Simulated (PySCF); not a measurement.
**Electron correlation in Ba (barium, neutral)**

[Xe] 5d1 6s1, high-spin 3D determinant (an excited configuration). Calculation: PySCF 2.14, in ANO-RCC-VTZP (8s7p4d2f1g, 72 functions); scalar relativity by spin-free X2C-1e. Frozen: [Kr] 4d10; 10 electrons correlated.

```
  level  correlation energy (mhartree)
   CCSD                        -203.96
    (T)                          -6.32
CCSD(T)                        -210.28
```

Diagnostics: T1 = 0.013, D1 = 0.0492, largest double amplitude 0.036.

Spin-orbit coupling, absent here, splits the open shell strongly.

Cost of the coupled-cluster step: roughly 5 core-seconds, for 10 correlated electrons.

Iterations:

```
CC2 = 0
CCSD nocc = (np.int64(6), np.int64(4)), nmo = (49, 49)
frozen orbitals [[0, 1, 2, 3, 4, 5, 6, 7, 8, 9, 10, 11, 12, 13, 14, 15, 16, 17, 18, 19, 20, 21, 22], [0, 1, 2, 3, 4, 5, 6, 7, 8, 9, 10, 11, 12, 13, 14, 15, 16, 17, 18, 19, 20, 21, 22]]
max_cycle = 100
direct = 0
conv_tol = 1e-08
conv_tol_normt = 1e-06
diis_space = 8
diis_start_cycle = 0
Init t2, MP2 energy = -0.186416712296702
Init E_corr(UCCSD) = -0.186416712315535
cycle = 1  E_corr(UCCSD) = -0.199293905879544  dE = -0.0128771936  norm(t1,t2) = 0.0478303
cycle = 2  E_corr(UCCSD) = -0.202812945632741  dE = -0.00351903975  norm(t1,t2) = 0.0149471
cycle = 3  E_corr(UCCSD) = -0.204099701076486  dE = -0.00128675544  norm(t1,t2) = 0.00645264
cycle = 4  E_corr(UCCSD) = -0.203979455753853  dE = 0.000120245323  norm(t1,t2) = 0.00136584
cycle = 5  E_corr(UCCSD) = -0.203941580223325  dE = 3.78755305e-05  norm(t1,t2) = 0.000831177
cycle = 6  E_corr(UCCSD) = -0.203966692226211  dE = -2.51120029e-05  norm(t1,t2) = 0.000509186
cycle = 7  E_corr(UCCSD) = -0.203965718652143  dE = 9.73574068e-07  norm(t1,t2) = 0.000113002
cycle = 8  E_corr(UCCSD) = -0.203964719393402  dE = 9.99258741e-07  norm(t1,t2) = 2.05265e-05
cycle = 9  E_corr(UCCSD) = -0.203964819930421  dE = -1.00537019e-07  norm(t1,t2) = 5.36105e-06
cycle = 10  E_corr(UCCSD) = -0.203964826688498  dE = -6.75807685e-09  norm(t1,t2) = 1.0807e-06
cycle = 11  E_corr(UCCSD) = -0.203964823086747  dE = 3.60175059e-09  norm(t1,t2) = 3.0037e-07
UCCSD converged
E(UCCSD) = -8131.465642731084  E_corr = -0.2039648230867471
UCCSD(T) correction = -0.00631979642071668
```
